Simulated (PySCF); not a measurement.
# Continuum solvent and chemical shifts

Numbering as in the mapped SMILES `[CH3:1][SiH-:2][N:3]([SiH3:4])[SiH3:5]` (H(Xn): hydrogen on atom n).

GIAO PBE0/pcSseg-1 in PySCF on one PBE0-D3(BJ)/def2-SVP conformer, non-relativistic, equivalent nuclei averaged. Solvents enter as an IEF-PCM continuum (cyclohexane with ε = 2.0, dichloromethane with ε = 8.9) around the gas-phase geometry. Shifts are referred to TMS computed in the same medium.

In cyclohexane, δ in ppm: C1 8.0, Si2 10.0, Si4/Si5 -69.7, H(Si2) 4.84, H(Si4)/H(Si5) 4.59, H(C1) 0.14. Dipole moment 3.73 D.

Problem. How does each δ change in the more polar medium?

Solution. 
```
        atoms                               environment  Δδ, dichloromethane
           C1                methyl carbon bonded to Si                 -0.6
          Si2                 silicon bonded to C, N, H                 -2.3
      Si4/Si5                  silicon bonded to N, 3 H                 +3.5
       H(Si2)      hydrogen on a silicon bonded to C, N                -0.21
H(Si4)/H(Si5)         hydrogen on a silicon bonded to N                 0.00
        H(C1)  hydrogen on a methyl carbon bonded to Si                +0.06
```

Changes are relative to cyclohexane. The dipole moment becomes 4.33 D in dichloromethane.

Problem. Which nuclei move most (in ppm), and what does the model miss?

Solution. Si4/Si5 (silicon bonded to N, 3 H, +3.5 ppm) in dichloromethane. A continuum only polarises the solute; specific hydrogen bonds, the anisotropy of aromatic solvents and changes of geometry or conformer are outside it, as are counter-ions.
